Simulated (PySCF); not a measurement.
## Assignment exercise: C$_{6}$H$_{7}$F$_{3}$Si

Bonds (- single, = double, # triple, : aromatic): C1-C2, C2=C3, C3-Si4, Si4-C5, C5-C6, C6-F7, C6-F8, C6-F9, C5=C10, C10-C2. C1 carries H11, H12, H13; C3 carries H14; Si4 carries H15, H16; C10 carries H17.

Isolated molecule, one computed conformer, equivalent nuclei averaged, non-relativistic. σ from GIAO-PBE0/pcSseg-1; GFN2-xTB geometry; PySCF 2.14.0 with density-fitted response routines.

Shifts are taken against calculated references (same method and geometry level): TMS for ¹³C, ¹H.

Q: Assign these signals to the numbered atoms. ¹³C{¹H} NMR (computed): δ 166.2, 157.4, 141.7, 134.5, 131.7, 25.0.

A: 
166.2 → C2, fully substituted alkene carbon
157.4 → C10, alkene CH: an sp2 carbon of a C=C bond
141.7 → C5, fully substituted alkene carbon: the olefinic region
134.5 → C6, CF3 carbon: 3 electronegative neighbours deshield it
131.7 → C3, alkene CH: as expected for a trigonal carbon in a double bond
25.0 → C1, allylic methyl carbon: saturated and bonded to C and H only

Q: Assign these signals to the numbered atoms. ¹H NMR (400 MHz, computed): δ 7.31 (m, 1H), 6.06 (t, 1H), 4.78 (m, 2H), 2.28 (s, 3H).

A: 
7.31 → H17, hydrogen on an alkene CH: olefinic region
6.06 → H14, hydrogen on an alkene CH
4.78 → H15/H16, hydrogen on a silicon bonded to 2 C, in a 5-membered ring
2.28 → H11/H12/H13, hydrogen on an allylic methyl carbon: allylic position

Splittings by ¹⁹F in the carbon and heteronuclear signals aren't shown, as no couplings were computed. Shifts are as computed. Against solution values, carbons near 30 ppm lie about +3 ppm off and those near 130 ppm about +5 ppm. Of 1211 compounds with measured shifts, 218 miss one by over three times the rms of a fit or turn the order of signals round; such compounds aren't used in these exercises. Multiplicities follow the n + 1 count of equivalent neighbours, as no J values were calculated; m marks all less simple cases, F and P coupling included.
